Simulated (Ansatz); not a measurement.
Born–Oppenheimer molecular dynamics of Cl$_{2}$H$_{4}$OSn (8 atoms, charge 0, multiplicity 1). It starts at the highest image of a converged band. Of that band: Neighbouring images differ by up to 1.3 eV, so the band resolves the path poorly. A vibrational analysis at the climbing image gives one clearly imaginary mode, 1365i cm⁻¹: a first-order saddle point.

The calculation used Ansatz 0.2.0, RKS PBE0-D4/def2-SVP.

| Quantity | Value |
| --- | --- |
| ensemble | NVE (velocity Verlet) |
| time step | 0.5 fs |
| steps asked | 200 |
| starting velocities drawn for | 300 K |
| seed | 7446 |

First frame:

```xyz
8
Properties=species:S:1:pos:R:3
Sn 0.123 -0.299 -0.154
H 0.960 0.281 1.626
Cl 1.978 0.375 -1.395
H -1.143 0.823 0.052
Cl -0.875 -1.932 -1.545
O 0.641 -1.786 1.264
H 0.139 -2.577 1.512
H 0.873 -0.736 1.826
```

Question: How far do the bonds stretch over the last three quarters of this one trajectory? (Pairs bonded in most of those frames.)

Answer: 
```tsv
bond	mean (Å)	spread (Å)	shortest	longest
Sn1–Cl3	2.338	0.034	2.29	2.40
Sn1–H4	1.701	0.011	1.68	1.72
Sn1–Cl5	2.349	0.024	2.31	2.38
Sn1–O6	1.980	0.106	1.83	2.14
H2–H8	0.766	0.036	0.71	0.82
O6–H7	0.970	0.012	0.95	0.99
```

Mean temperature of the second half: 1281 K. The conserved energy stayed within 0.16 meV per atom of its start (net change 0.1 meV per atom), so the integration is sound. The kinetic energy rose, since the run started high on the potential surface and went downhill. It ends in pieces (Cl2H2OSn + H2), so much of that is their flight and rotation, not heat. A run of 0.1 ps of so small a system gives no equilibrium averages. The orbitals stay closed-shell, which can raise the energy where a bond breaks towards radicals; this wasn't checked here.

Time of the run: 7.5 min on 2 threads of Arm Neoverse V2, with other jobs on the host, peak memory 0.23 GiB.
